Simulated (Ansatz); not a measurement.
Calculated with Ansatz (gas phase, PBE0-D4/def2-TZVP geometries, no zero-point term in ΔE). CCSD(T)/CBS is the MP2 limit (def2-TZVPP, def2-QZVPP) plus CCSD(T) − MP2 in def2-TZVPP, frozen cores. DFT in def2-TZVPP. B3LYP here is the variant with VWN-RPA as its local correlation; programs differ in this. One conformer a species, not always the lowest.

Reaction (isomerisation): `C=NC(F)[SiH3]` → `C[Si@@H]1N[C@H]1F`

CCSD(T)/CBS gives -57.3 kJ/mol.

Another level gave -65.3 kJ/mol. Which?
A. B3LYP/def2-TZVPP
B. HF/def2-TZVPP
C. MP2/def2-TZVPP
D. PBE0-D4/def2-TZVPP

C. MP2/def2-TZVPP -65.3, PBE0-D4 -70.6, HF/def2-TZVPP -28.2, B3LYP -48.4 kJ/mol.

Largest T1 diagnostic among the species: 0.013.

In def2-TZVPP, CCSD(T) changes the Hartree–Fock value by −21.2 kJ/mol (the triples alone add +0.5 kJ/mol) and MP2 by −37.1 kJ/mol. From BLYP to BHLYP (50 % exact exchange), in def2-TZVPP and without D4, ΔE moves by −10.7 kJ/mol.

CCSD(T)/CBS has its own doubt, a few kJ/mol and more with outer-core shells, so smaller differences from it don't rank the levels.
